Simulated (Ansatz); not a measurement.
A run of Ansatz (development build ahead of 0.2.0) on sextet TiPO at this shape:

```xyz
3

Ti    0.0000    0.0000    0.0000
O     0.0000    2.0792    0.0000
P     0.0000   -2.4564    0.0000
```

Its results:

- Converged: yes
- Total energy: -1265.52028 hartree
- Spin squared of the determinant: 8.750
- Stability test: minimum among restricted orbitals

(1) Which input gives this output? Name the method, the orbitals and the basis set, and write the input.

Answers

(1) PBE0 (restricted open-shell) in pcseg-2.

```yaml
crystal:
  periodic: [false, false, false]
  atoms:
    - { symbol: Ti, position_ang: [0.0, 0.0, 0.0] }
    - { symbol: O, position_ang: [0.0, 2.0792, 0.0] }
    - { symbol: P, position_ang: [0.0, -2.4564, 0.0] }
basis:
  gaussian: { orbitals: pcseg-2 }
magnetization:
  initial_magnetization: 5
hamiltonian:
  xc: pbe0
```

Caution: other spin multiplicities were not run.
